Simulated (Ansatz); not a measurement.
An input meant for Si17H24, a nanocrystal cut from cubic silicon (charge 0, singlet).

```yaml
crystal:
  periodic: [false, false, false]
  atoms:
    - {symbol: Si, position_ang: [-1.820796, -2.807404, 2.962287]}
    - {symbol: Si, position_ang: [1.230910, -2.917958, -0.129673]}
    - {symbol: Si, position_ang: [-1.628403, 2.549927, -2.680545]}
    - {symbol: Si, position_ang: [1.104236, -0.146286, -2.706279]}
    - {symbol: Si, position_ang: [-1.591527, -0.227462, 0.006796]}
    - {symbol: Si, position_ang: [1.106940, -0.230158, 2.722481]}
    - {symbol: Si, position_ang: [1.077992, 2.543714, 0.044003]}
    - {symbol: Si, position_ang: [3.824256, -0.142102, 0.041585]}
    - {symbol: Si, position_ang: [-3.001276, -1.517421, 1.380626]}
    - {symbol: Si, position_ang: [-2.955367, 1.148704, -1.331903]}
    - {symbol: Si, position_ang: [-0.231626, -1.554559, -1.371816]}
    - {symbol: Si, position_ang: [-0.257715, -1.506267, 4.154421]}
    - {symbol: Si, position_ang: [2.470193, -1.564598, 1.345855]}
    - {symbol: Si, position_ang: [-0.258490, 1.218334, -4.056502]}
    - {symbol: Si, position_ang: [-0.285933, 3.909503, -1.303703]}
    - {symbol: Si, position_ang: [2.447269, 1.200422, -1.319123]}
    - {symbol: Si, position_ang: [-0.254850, 1.136328, 1.375871]}
    - {symbol: H, position_ang: [-2.797907, -3.414666, 3.940178]}
    - {symbol: H, position_ang: [-1.109702, -3.934512, 2.259259]}
    - {symbol: H, position_ang: [2.195231, -3.577329, -1.086456]}
    - {symbol: H, position_ang: [0.490605, -4.001845, 0.610594]}
    - {symbol: H, position_ang: [-2.511490, 3.422992, -3.542605]}
    - {symbol: H, position_ang: [2.002703, -1.002166, -3.570452]}
    - {symbol: H, position_ang: [2.014854, 0.646448, 3.556062]}
    - {symbol: H, position_ang: [1.954816, 3.391036, 0.937763]}
    - {symbol: H, position_ang: [4.754623, -0.963593, -0.817021]}
    - {symbol: H, position_ang: [4.657549, 0.735857, 0.942696]}
    - {symbol: H, position_ang: [-3.864746, -2.411742, 0.525131]}
    - {symbol: H, position_ang: [-3.907069, -0.564257, 2.121664]}
    - {symbol: H, position_ang: [-3.843723, 0.288818, -2.197470]}
    - {symbol: H, position_ang: [-3.835673, 1.980420, -0.431232]}
    - {symbol: H, position_ang: [-1.115664, -2.397074, -2.262692]}
    - {symbol: H, position_ang: [0.587372, -2.401007, 5.027247]}
    - {symbol: H, position_ang: [-1.015480, -0.557920, 5.050508]}
    - {symbol: H, position_ang: [3.344885, -2.436875, 2.216836]}
    - {symbol: H, position_ang: [-1.117914, 0.358048, -4.949935]}
    - {symbol: H, position_ang: [0.600085, 2.099273, -4.930263]}
    - {symbol: H, position_ang: [0.573342, 4.808312, -2.158609]}
    - {symbol: H, position_ang: [-1.162678, 4.778192, -0.435754]}
    - {symbol: H, position_ang: [3.297467, 2.095804, -2.191882]}
    - {symbol: H, position_ang: [-1.167301, 1.965031, 2.252085]}
basis:
  gaussian: {orbitals: def2-SVPD, fitting: {mean_field: def2-universal-jkfit}}
hamiltonian: {xc: {name: HF}}
correlation: {active_space: {window: {electrons: 6, orbitals: 2}}}
scf: {omitted_lower_state_checks: [starts]}
```

```sh
$ ansatz run in.yaml --threads 2 --pin off --events-out ev --progress --plain --max-ram 32768MiB --backend cuda --devices 0, --max-vram 18GiB
```

Shortened log:

```
Functional definition: HF
2608 factors; integrals over basis functions are off by at most 3.3e-1 eV
mean field evaluation 1: about -133993.0174 eV, gradient 3.3e1 eV
mean field evaluation 2: about -133999.7713 eV, gradient 1.3e1 eV
mean field evaluation 4: about -134000.8520 eV, gradient 8.9e-1 eV
mean field -134000.86039625 eV, -4924.4407905167 hartree, gradient 1.9e-6 eV, S^2 0.000000; 0 other end points of the search recorded, 0 dependent functions left out
reference -134000.86039625 eV, -4924.4407905167 hartree; 131, 131 occupied and 469, 469 virtual orbitals, 2608 factors
Error: 6 electrons in 2 orbitals form no window around the highest filled level of the reference
```

In this input the active space doesn't fit the electrons. The run stopped with an error.
